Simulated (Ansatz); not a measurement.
`N=C[SeH]` + `B1O[SiH2]1` → `[SeH][SiH]1BO1` + `C=N` at 298.15 K and 1 bar (formal exchange of groups at the Se–C bond).

Gas-phase electronic energies from Ansatz, PBE0-D4/def2-TZVP geometries. CBS: MP2 limit from def2 TZ/QZ plus the TZ coupled-cluster correction, frozen cores. This one scheme is used for every species. For Se outer-core shells are correlated without core-valence functions, which leaves a few kJ/mol of doubt a bond. Scalar relativity is left out up to krypton. Each species was taken in one conformer, which may not be the lowest.

```
         species  CCSD(T)/CBS energy (Eh)  H − E (kJ/mol)  S (J/(mol·K))
      `N=C[SeH]`              -2495.22891           115.1          281.9
    `B1O[SiH2]1`               -390.85529            98.3          264.3
`[SeH][SiH]1BO1`              -2791.59801           105.8          322.6
           `C=N`                -94.52360           115.3          227.0
```

H − E and S are ideal-gas, rigid-rotor, harmonic terms from PBE0-D4/def2-TZVP, for one conformer and one mirror image of each species. 1 Eh = 2625.50 kJ/mol, R = 8.31446 J/(mol·K).

By hand: ΔE, ΔH, ΔS and ΔG.

ΔE = (-2791.59801) + (-94.52360) − (-2495.22891) − (-390.85529) = -0.03741 Eh = -98.2 kJ/mol. Δ(H − E) = 105.8 + 115.3 − 115.1 − 98.3 = 7.7, so ΔH = -90.5 kJ/mol. ΔS = 322.6 + 227.0 − 281.9 − 264.3 = 3.4 J/(mol·K). ΔG = -90.5 − 298.15 × (3.4)/1000 = -91.5 kJ/mol.

By hand: the equilibrium constant, and the temperature at which ΔG would vanish if ΔH and ΔS stayed fixed.

log₁₀ K = −ΔG/(RT ln 10) = 16.0. ΔH and −TΔS have one sign here, so there is no such temperature.

The number of gas molecules stays the same, so ΔS is small and ΔH decides. A doubt of 5 kJ/mol in ΔE shifts log₁₀ K by 0.9 here. Other conformers and mirror images would add mixing entropy, several J/(mol·K) or more a flexible species. These are equilibria of isolated gas molecules and say nothing of rates. Largest T1 diagnostic: 0.017 (customary marks: 0.02 for closed shells, 0.045 for open ones).

ΔS is within the doubt of such terms, so its sign, and with it that verdict, could turn.
